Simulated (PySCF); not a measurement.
Spectroscopy problems

PySCF calculation with coordinates at the GFN2-xTB level and σ from GIAO-PBE0/pcSseg-1; equivalent nuclei averaged, single conformer, no relativistic terms, isolated molecule.

Shifts are taken against calculated references (same method and geometry level): TMS for ¹H and ¹³C. Where no couplings were computed, multiplicities follow the n + 1 count of equivalent neighbours, and m marks all less simple cases (inequivalent or close neighbours, rings, F or P nearby). Shifts are as computed. Against solution values, carbons near 30 ppm lie about +3 ppm off and those near 130 ppm about +5 ppm. Of 1309 compounds with measured shifts, 239 miss one by over three times the rms of a fit or turn the order of signals round; such compounds aren't used in these exercises.

Problem. C$_{8}$H$_{12}$Si. ¹H NMR (400 MHz, computed): δ 4.77 (br s, 1H), 4.15 (br s, 1H), 3.27 (m, 1H), 2.70 (m, 1H), 2.31 (s, 3H), 2.01 (s, 3H), 1.42 (m, 1H), 1.36 (m, 1H). ¹³C{¹H} NMR (computed): δ 157.3, 105.4, 90.0, 81.2, 28.9, 18.0, 16.9, 5.2. Identify the compound.

Solution. `C=C(C)[C@]1(C#CC)C[SiH2]1`. Rings plus π bonds: 4 (1 ring in the answer). 8 carbon signals for 8 carbons: no two carbons are equivalent. Carbon types of the structure: 4 × C, 2 × CH2, 2 × CH3, leaving 2 H on heteroatoms. δC 157.3: fully substituted alkene carbon; an sp2 carbon of a C=C bond. δC 105.4: terminal =CH2 carbon; as expected for a trigonal carbon in a double bond. δC 90.0, 81.2: alkyne carbon; sp carbons lie upfield of alkene carbons because the cylindrical π system leaves one tensor component strongly shielded. δH 2.31: hydrogen on an allylic methyl carbon; allylic position.

This is the structure that produced the data.

Problem. C$_{4}$H$_{6}$N$_{2}$O$_{2}$Si. ¹H NMR (400 MHz, computed): δ 7.18 (m, 1H), 6.80 (m, 1H), 6.28 (m, 1H), 5.14 (s, 3H). ¹³C{¹H} NMR (computed): δ 183.1 (C), 177.6 (C), 136.6 (CH2), 128.2 (CH). Give a structure.

Solution. SMILES C=Cc1nc(O[SiH3])no1. The formula gives 4 degrees of unsaturation (1 ring in the answer). 4 carbon signals for 4 carbons: no two carbons are equivalent. Carbon types of the structure: 2 × C, 1 × CH, 1 × CH2, leaving 3 H on heteroatoms. δC 183.1: substituted aromatic carbon next to the ring oxygen. δC 177.6: aromatic carbon bearing oxygen; the electronegative substituent deshields the carbon that carries it. δC 136.6: terminal =CH2 carbon; as expected for a trigonal carbon in a double bond. δC 128.2: alkene CH; the olefinic region.

The data come from this structure; uniqueness wasn't tested.

Problem. C$_{8}$H$_{12}$Si. ¹H NMR (500 MHz, computed): δ 6.70 (m, 1H), 5.89 (s, 1H), 5.83 (t, 1H), 5.59 (m, 1H), 5.51 (m, 1H), 4.68 (m, 2H), 2.04 (s, 3H), 1.70 (m, 2H). ¹³C{¹H} NMR (computed): δ 159.2 (C), 151.2 (CH), 143.8 (C), 137.3 (CH), 120.3 (CH2), 120.0 (CH), 32.3 (CH3), 2.9 (CH2). Give a structure.

Solution. SMILES C=CC1=CC(C)=C[SiH2]C1. Rings plus π bonds: 4 (1 ring in the answer). 8 carbon signals for 8 carbons: no two carbons are equivalent. Carbon types of the structure: 2 × C, 3 × CH, 2 × CH2, 1 × CH3, leaving 2 H on heteroatoms. δC 159.2, 143.8: fully substituted alkene carbon; as expected for a trigonal carbon in a double bond. δC 151.2, 137.3, 120.0: alkene CH; an sp2 carbon of a C=C bond. δC 120.3: terminal =CH2 carbon; as expected for a trigonal carbon in a double bond. δH 1.70: hydrogen on an allylic sp3 CH2 bonded to Si; allylic position.

The shifts were computed for this structure.
